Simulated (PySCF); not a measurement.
CH3Cl, charge +1, doublet, at a GFN2-xTB geometry (a state made from the parent by changing its charge; the spin is typed, not shown lowest); CCSD/6-31G run with PySCF.

Here is a job for PySCF.
```python
from pyscf import gto, scf, cc

mol = gto.Mole()
mol.atom = '''
    C    -0.00131604    0.04523262   -1.08238306
    Cl    0.00077875   -0.02676598    0.64048998
    H    -0.03211593    1.09416315   -1.42147319
    H     0.90873300   -0.42897516   -1.48626886
    H    -0.88195964   -0.48156210   -1.48628921
'''
mol.basis = '6-31g'
mol.charge = 1
mol.spin = 1
mol.verbose = 4
mol.build()

mf = scf.UHF(mol)
mf.kernel()

mycc = cc.CCSD(mf, frozen=7)
mycc.kernel()
print('E(CCSD) = %.10f' % mycc.e_tot)
```

### Question
What does PySCF print? Leave out banner, timings and long lists.

### Answer

```
PySCF version 2.14.0

[INPUT] verbose = 4
[INPUT] num. atoms = 5
[INPUT] num. electrons = 25
[INPUT] charge = 1
[INPUT] spin (= nelec alpha-beta = 2S) = 1
[INPUT] symmetry False subgroup None
[INPUT] Mole.unit = angstrom
[INPUT] Symbol           X                Y                Z      unit          X                Y                Z       unit  Magmom
[INPUT]  1 C     -0.001316040000   0.045232620000  -1.082383060000 AA   -0.002486955169   0.085477263697  -2.045407545269 Bohr   0.0
[INPUT]  2 Cl     0.000778750000  -0.026765980000   0.640489980000 AA    0.001471624220  -0.050580371656   1.210350647728 Bohr   0.0
[INPUT]  3 H     -0.032115930000   1.094163150000  -1.421473190000 AA   -0.060690311936   2.067668689091  -2.686195022512 Bohr   0.0
[INPUT]  4 H      0.908733000000  -0.428975160000  -1.486268860000 AA    1.717256490354  -0.810645566641  -2.808641092870 Bohr   0.0
[INPUT]  5 H     -0.881959640000  -0.481562100000  -1.486289210000 AA   -1.666662172520  -0.910020480970  -2.808679548796 Bohr   0.0

nuclear repulsion = 52.3232080820411
number of shells = 18
number of NR pGTOs = 80
number of NR cGTOs = 28
basis = 6-31g
ecp = {}

******** <class 'pyscf.scf.uhf.UHF'> ********
method = UHF
initial guess = minao
damping factor = 0
level_shift factor = 0
DIIS = <class 'pyscf.scf.diis.CDIIS'>
diis_start_cycle = 1
diis_space = 8
diis_damp = 0
SCF conv_tol = 1e-09
SCF conv_tol_grad = None
SCF max_cycles = 50
direct_scf = True
direct_scf_tol = 1e-13
number electrons alpha = 13  beta = 12
Set gradient conv threshold to 3.16228e-05
init E= -499.161005009316

cycle= 1 E= -498.547652604856  delta_E= 0.613  |g|= 0.326  |ddm|= 1.33
cycle= 2 E= -498.626749504405  delta_E= -0.0791  |g|= 0.193  |ddm|= 0.576
cycle= 3 E= -498.648556273598  delta_E= -0.0218  |g|= 0.0487  |ddm|= 0.181
cycle= 4 E= -498.655939021165  delta_E= -0.00738  |g|= 0.0326  |ddm|= 0.104
cycle= 5 E= -498.659732883409  delta_E= -0.00379  |g|= 0.0127  |ddm|= 0.104
cycle= 6 E= -498.660274586521  delta_E= -0.000542  |g|= 0.00311  |ddm|= 0.0433
cycle= 7 E= -498.660293326547  delta_E= -1.87e-05  |g|= 0.0011  |ddm|= 0.00841
cycle= 8 E= -498.660295357302  delta_E= -2.03e-06  |g|= 0.000502  |ddm|= 0.00419
cycle= 9 E= -498.660295755953  delta_E= -3.99e-07  |g|= 0.000173  |ddm|= 0.00173
cycle= 10 E= -498.660295812799  delta_E= -5.68e-08  |g|= 4.28e-05  |ddm|= 0.000672
cycle= 11 E= -498.660295816365  delta_E= -3.57e-09  |g|= 1.66e-05  |ddm|= 0.000139
cycle= 12 E= -498.660295817224  delta_E= -8.6e-10  |g|= 7.3e-06  |ddm|= 5.53e-05
Extra cycle  E= -498.660295817362  delta_E= -1.37e-10  |g|= 5.45e-06  |ddm|= 1.42e-05
converged SCF energy = -498.660295817362  <S^2> = 0.75407547  2S+1 = 2.0040713

******** <class 'pyscf.cc.uccsd.UCCSD'> ********
CC2 = 0
CCSD nocc = (np.int64(6), np.int64(5)), nmo = (21, 21)
frozen orbitals 7
max_cycle = 50
direct = 0
conv_tol = 1e-07
conv_tol_normt = 1e-06
diis_space = 6
diis_start_cycle = 0
diis_start_energy_diff = 1e+09
Init t2, MP2 energy = -0.102461186477188
Init E_corr(UCCSD) = -0.102461186522784
cycle = 1  E_corr(UCCSD) = -0.114757658857345  dE = -0.0122964723  norm(t1,t2) = 0.0551001
cycle = 2  E_corr(UCCSD) = -0.11917795369075  dE = -0.00442029483  norm(t1,t2) = 0.0248913
cycle = 3  E_corr(UCCSD) = -0.122425981740163  dE = -0.00324802805  norm(t1,t2) = 0.0157177
cycle = 4  E_corr(UCCSD) = -0.122545799582659  dE = -0.000119817842  norm(t1,t2) = 0.0062886
cycle = 5  E_corr(UCCSD) = -0.12243125341533  dE = 0.000114546167  norm(t1,t2) = 0.00213998
cycle = 6  E_corr(UCCSD) = -0.122456391095291  dE = -2.513768e-05  norm(t1,t2) = 0.000504253
cycle = 7  E_corr(UCCSD) = -0.12245124482372  dE = 5.14627157e-06  norm(t1,t2) = 0.000128216
cycle = 8  E_corr(UCCSD) = -0.122452290425735  dE = -1.04560201e-06  norm(t1,t2) = 4.53755e-05
cycle = 9  E_corr(UCCSD) = -0.122452780887863  dE = -4.90462128e-07  norm(t1,t2) = 1.73436e-05
cycle = 10  E_corr(UCCSD) = -0.122452598355184  dE = 1.82532679e-07  norm(t1,t2) = 5.06813e-06
cycle = 11  E_corr(UCCSD) = -0.122452427721797  dE = 1.70633387e-07  norm(t1,t2) = 1.47585e-06
cycle = 12  E_corr(UCCSD) = -0.122452396822477  dE = 3.08993201e-08  norm(t1,t2) = 4.5907e-07
UCCSD converged
E(UCCSD) = -498.782748214184  E_corr = -0.1224523968224767
E(CCSD) = -498.7827482142
```
